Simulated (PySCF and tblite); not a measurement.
Values are calculated unless marked as measured or tabulated.
C11H14, numbered as in [CH3:1][CH:2]([CH3:3])[C@@H:4]1[CH2:5][c:6]2[cH:7][cH:8][cH:9][cH:10][c:11]21.

The ensemble was built from 60 distance-geometry starts (ETKDG and KDG, MMFF94s, GFN2-xTB) and rests on GFN2-xTB geometries. Weights use B3LYP-D3(BJ)/6-31G* energies plus GFN2-xTB zero-point and thermal terms (modes under about 100 cm⁻¹ blended into free rotors). Symmetry numbers and mirror images are counted. Conformers within 2.5 kcal/mol (GFN2-xTB free energy) were kept, 5 at most. Programs: PySCF with density fitting and tblite.

Torsions listed: C1–C2–C4–C5. The 4-ring runs over atoms 4–5–6–11.

| conformer | shape | symmetry | E(GFN2) kcal/mol |
| --- | --- | --- | --- |
| 1 | 4-ring flat; -70° | C1 | 0.62 |
| 2 | 4-ring flat; 166° | C1 | 0.00 |
| 3 | 4-ring flat; 61° | C1 | 0.54 |

(1) Which of these conformers is the most populated at 298.15 K, and with what share?

(2) Give the DFT energies and free energies relative to the lowest, and all weights.

(3) How does its share change from 250 K to 350 K?

Answers

(1) Conformer 2, about 66 %.

(2) 
```tsv
conformer	shape	E(DFT) kcal/mol	G(298.15 K) kcal/mol	weight %
1	4-ring flat; -70°	0.79	0.81	16.7
2	4-ring flat; 166°	0.00	0.00	65.5
3	4-ring flat; 61°	0.69	0.77	17.8
```

(3) From 71 % to 61 %; the mixing entropy goes from 1.61 to 1.86 cal/(mol K).
